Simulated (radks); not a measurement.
The numbers below are computed, except where a source is named.
Task: Species: Rh3+. Configuration: [Kr] 4d6. Level of theory: non-relativistic Kohn-Sham, TPSS, spin-unpolarised, spherical densities, point nucleus; meta-GGA in the generalised Kohn-Sham scheme; relativity is left out, which matters for an element this heavy (a radial shooting solver on a logarithmic mesh with Libxc functionals). Some entries of the table are withheld. Estimate them.

orbital  occ.  eigenvalue (eV)  <1/r> (bohr^-1)
1s          2        -22434.93            44.49
2s          2        -3223.032              (1)
2p          6        -2988.554            10.08
3s          2        -605.5736            3.557
3p          6        -512.5238            3.467
3d         10        -341.9641            3.304
4s          2        -113.5786            1.357
4p          6         -85.0970              (2)
4d          6         -39.8834           0.9753

Result: 
(1) 2s <1/r> (bohr^-1): 10.09
(2) 4p <1/r> (bohr^-1): 1.248
